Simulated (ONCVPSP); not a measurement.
**lutetium: excitation energies, all-electron against ONCV**

| Quantity | Value |
| --- | --- |
| Element | lutetium |
| Generator | ONCVPSP 4.0.1 |
| Type | optimised norm-conserving Vanderbilt (ONCV) |
| Functional | LDA (Perdew-Zunger) |
| Relativity | scalar-relativistic |
| Frozen core | [Kr] 4d10 |
| Valence charge | 25 |
| Reference configuration | 4f14 5s2 5p6 5d1 6s1.5 6p0.5 |
| Partial waves | 5s+6s: rc 1.75 bohr, ncon 4, nbas 8, qcut 7.9 1/bohr, 2 projectors; 5p+6p: rc 2.25 bohr, ncon 4, nbas 8, qcut 5.6 1/bohr, 2 projectors; 5d: rc 2.15 bohr, ncon 4, nbas 9, qcut 4.8 1/bohr, 2 projectors, debl 4 Ha; 4f: rc 1.10 bohr, ncon 4, nbas 9, qcut 13.8 1/bohr, local |
| Local potential | the f channel |
| Core correction | none |

Energies are relative to the spin-unpolarised reference configuration 4f14 5s2 5p6 5d1 6s1.5 6p0.5; without spin polarisation the order of configurations can differ from experiment.

Task: Give the all-electron excitation energy and the error of the potential for: 4f14 5s2 5p6 5d1 6s2 6p0; 4f14 5s2 5p6 5d1 6s1 6p0; 4f14 5s2 5p6 5d1 6s0 6p0; 4f14 5s2 5p6 5d1 6s1 6p1.

Result:

```json
{"valence configuration": "4f14 5s2 5p6 5d1 6s2 6p0", "charge": "0", "ΔE all-electron (eV)": "-1.730", "error AE − PS (meV)": "+0.3"}
{"valence configuration": "4f14 5s2 5p6 5d1 6s1 6p0", "charge": "+1", "ΔE all-electron (eV)": "5.852", "error AE − PS (meV)": "-1.5"}
{"valence configuration": "4f14 5s2 5p6 5d1 6s0 6p0", "charge": "+2", "ΔE all-electron (eV)": "19.424", "error AE − PS (meV)": "-5.5"}
{"valence configuration": "4f14 5s2 5p6 5d1 6s1 6p1", "charge": "0", "ΔE all-electron (eV)": "1.788", "error AE − PS (meV)": "-0.3"}
```

Levels in the configuration 4f14 5s2 5p6 5d1 6s1 6p0:

| level | all-electron (eV) | pseudo (eV) |
| --- | --- | --- |
| 4f | -16.625 | -16.640 |
| 5s | -68.015 | -68.017 |
| 5p | -38.597 | -38.597 |
| 5d | -8.152 | -8.151 |
| 6s | -10.494 | -10.494 |

Note: ghosts flagged at negative energy: s at -530.3 eV, p at -97.9 eV; GHOST(+) flagged for d at 325.1 eV. A true bound ghost makes a file unfit for plane-wave use.
